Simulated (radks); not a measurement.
Question: The mean radii <r> (bohr) of the occupied orbitals of an atom or ion are listed with their occupations. Calculated with a radial shooting solver on a logarithmic mesh with Libxc functionals: non-relativistic Kohn-Sham, r2SCAN, spin-polarised, spherical densities, point nucleus; meta-GGA in the generalised Kohn-Sham scheme.

| orbital | occ. | <r> |
|---|---|---|
| 1s up | 1 | 0.06157 |
| 1s down | 1 | 0.06157 |
| 2s up | 1 | 0.2821 |
| 2s down | 1 | 0.2812 |
| 2p up | 3 | 0.2483 |
| 2p down | 3 | 0.2475 |
| 3s up | 1 | 0.8481 |
| 3s down | 1 | 0.8584 |
| 3p up | 3 | 0.8878 |
| 3p down | 2 | 0.9015 |
| 3d up | 5 | 1.034 |
| 4s up | 1 | 2.441 |

Name the element and its charge. Open shells, if any, are filled with parallel spins first.

Answer: Z = 25, manganese, charge +2: Mn2+ in [Ne] 3s2 3p5 3d5 4s1. The 1s radius gives Z: for a bare nucleus <r> = 1.5/Z, 0.06 bohr for Z = 25, and screening makes it slightly larger (0.06157 here). The occupations add up to 23, and the charge is Z minus that.
